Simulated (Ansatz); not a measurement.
Consider the isomerisation: `CO[SiH](C)S` → `CO[SiH2]SC`.

Gas-phase electronic energies from Ansatz, PBE0-D4/def2-TZVP geometries. CCSD(T)/CBS is the MP2 limit (def2-TZVPP, def2-QZVPP) plus CCSD(T) − MP2 in def2-TZVPP, frozen cores. Functionals use def2-TZVPP. One conformer a species, not always the lowest.

Task: Is it downhill or uphill in electronic energy at CCSD(T)/CBS, and by how much? (Best estimate.)

Result: The calculation gave: Uphill: ΔE = +62.9 kJ/mol.

Task: What do these levels give: ωB97X-V, B2PLYP, PBE0, MP2/def2-TZVPP, CCSD/def2-TZVPP, SCS-MP2/def2-QZVPP? (Best estimate.)

Result: Ansatz gave: ωB97X-V 61.3, B2PLYP 61.7, PBE0 62.5, MP2/def2-TZVPP 64.0, CCSD/def2-TZVPP 64.5, SCS-MP2/def2-QZVPP 60.2 kJ/mol.

Largest T1 diagnostic among the species: 0.011.

In def2-TZVPP, CCSD(T) changes the Hartree–Fock value by +3.8 kJ/mol (the triples alone add −0.8 kJ/mol) and MP2 by +4.1 kJ/mol.
